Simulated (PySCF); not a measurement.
**Computed properties of Zn(H)(SeH) (H2SeZn), SMILES [ZnH][SeH]**

Zn(H)(SeH) (H₂SeZn), SMILES [ZnH][SeH]. Geometry: PBE0-D3(BJ)/def2-TZVP. The values are those of a single conformer. All values are computed for the isolated molecule unless a solvent is named; none is compared with measurement here.

**Structure.** The optimised structure has Cs symmetry. All 6 harmonic modes at PBE0-D3(BJ)/def2-TZVP (PySCF) are real, so it is a minimum.

**Vibrations.** The strongest infrared lines (harmonic, unscaled, degenerate partners summed) lie at 1922 cm⁻¹ (155 km/mol, H 98 %), 397 cm⁻¹ (69 km/mol, H 97 %), 431 cm⁻¹ (55 km/mol, H 95 %). The softest mode is at 290 cm⁻¹ and the zero-point energy is 8.6 kcal/mol.

**Electronic structure.** CAM-B3LYP/def2-TZVPD (PySCF) places the frontier levels at -8.26 and -0.20 eV, a gap of 8.06 eV, and gives a dipole moment of 1.02 D and a mean polarisability of 57.0 bohr³. PBE/def2-TZVPD (PySCF) at the same geometry gives -5.92 and -1.64 eV, so its gap is 3.78 eV narrower. An orbital gap is neither the optical nor the fundamental gap.

**Excitations.** TDDFT-B3LYP/def2-TZVPD (PySCF) has S1 at 4.59 eV (270 nm, f = 0.000, dark); the most intense of the 10 singlets computed lies at 6.52 eV (f = 0.25). T1 (TDA) is at 4.45 eV. No vertical singlet excitation falls in the visible range (under 3.1 eV).

**NMR.** GIAO shifts at KT2/pcSseg-2 (PySCF) (non-relativistic, atoms alike by connectivity averaged): ¹H from 0.0 to 5.4 ppm against TMS.
